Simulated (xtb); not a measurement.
CH₆OSi, SMILES CO[SiH3]. All values are semi-empirical tight-binding results from xtb (GFN2-xTB unless named), good for trends rather than for accurate numbers. Geometry: GFN2-xTB.

Optimised geometry:

Bonds (Å): Si1–O2 1.620, Si1–H4 1.452, Si1–H5 1.467, Si1–H6 1.467, O2–C3 1.393, C3–H7 1.093, C3–H8 1.091, C3–H9 1.093. Bond angles (°): O2–Si1–H4 98.9, O2–Si1–H5 111.4, O2–Si1–H6 111.4, H4–Si1–H5 113.8, H4–Si1–H6 113.8, H5–Si1–H6 107.6, Si1–O2–C3 129.3, O2–C3–H7 111.0, O2–C3–H8 108.1, O2–C3–H9 111.0, H7–C3–H8 109.1, H7–C3–H9 108.5, H8–C3–H9 109.1.
Charge 0, spin multiplicity 1.

```yaml
point_group_as_xtb_finds_it: Cs
orbital_gap: 6.53 eV
dipole_moment: 1.29 D
zero_point_energy: 40.6 kcal/mol
G − E(el) at 298.15 K (modified RRHO): 23.4 kcal/mol
static polarisability (D4 model): 49.9 bohr³
solvation energy, GFN2-xTB/ALPB(water): 0.3 kcal/mol
solvation energy, GFN2-xTB/ALPB(methanol): -2.0 kcal/mol
```

Problem. Give the atomic charges and the Wiberg bond orders between heavy atoms. (Estimate from the structure and the level; the computed values follow.)

Solution. charges (e) Si1 0.50, O2 -0.37, C3 0.05, H4 -0.09, H5 -0.10, H6 -0.10, H7 0.03, H8 0.05, H9 0.03. Bond orders Si1–O2 1.16, O2–C3 1.00.
